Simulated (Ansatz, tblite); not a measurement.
Cost and result up the ladder for the cluster H2Au3⁺ (5 atoms). The state is a singlet with charge 1. Geometry: PBE-D4/def2-TZVP.

```xyz
5

Au    0.0166    0.0333    0.1051
Au   -1.6675   -1.6731    1.2342
Au    1.7923    1.9211   -0.4458
H    -0.4641   -1.7048    0.1086
H     0.3228    1.4235   -1.0022
```

Ansatz on 2 threads of Intel Xeon Platinum 8375C on a shared host; xTB runs through tblite on one thread. Times are rough, summed over both states, and most runs start from the orbitals of an earlier one. RPA@PBE/def2-TZVP serves as the yardstick here, not as an exact answer. The other state is a triplet at its own geometry.

In the def2 sets Au takes a core potential; there is no spin–orbit coupling. The xTB rows come from tblite. LC-ωPBE has ω = 0.4 bohr⁻¹. B3LYP takes the VWN-RPA correlation. Correlated methods freeze no core orbitals; core or outer-core shells of Au are correlated, in sets that lack core-valence functions. The structure comes from a short search, and lower isomers may exist.

xTB has no spin-polarisation term.

| level | functions | wall time | triplet − singlet (eV) | difference from RPA@PBE/def2-TZVP (eV) |
| --- | --- | --- | --- | --- |
| GFN2-xTB | 29 | 0.011 s | 3.43 | 1.38 |
| GFN1-xTB | 31 | 0.015 s | 1.30 | -0.75 |
| LDA (SPW92)/def2-TZVP | 132 | 3.9 s | 1.73 | -0.32 |
| PBE-D4/def2-TZVP | 132 | 7.7 s | 1.69 | -0.36 |
| B3LYP-D4/def2-TZVP | 132 | 10 s | 1.88 | -0.17 |
| LC-ωPBE/def2-TZVP | 132 | 11 s | 2.59 | 0.54 |
| CAM-B3LYP-D4/def2-TZVP | 132 | 12 s | 2.22 | 0.17 |
| PBE0-D4/def2-TZVP | 132 | 12 s | 2.03 | -0.02 |
| r2SCAN-D4/def2-TZVP (with forces) | 132 | 12 s | 1.77 | -0.28 |
| BHLYP-D4/def2-TZVP | 132 | 12 s | 2.26 | 0.21 |
| RPA@PBE/def2-TZVP | 132 | 16 s | 2.05 | 0.00 |
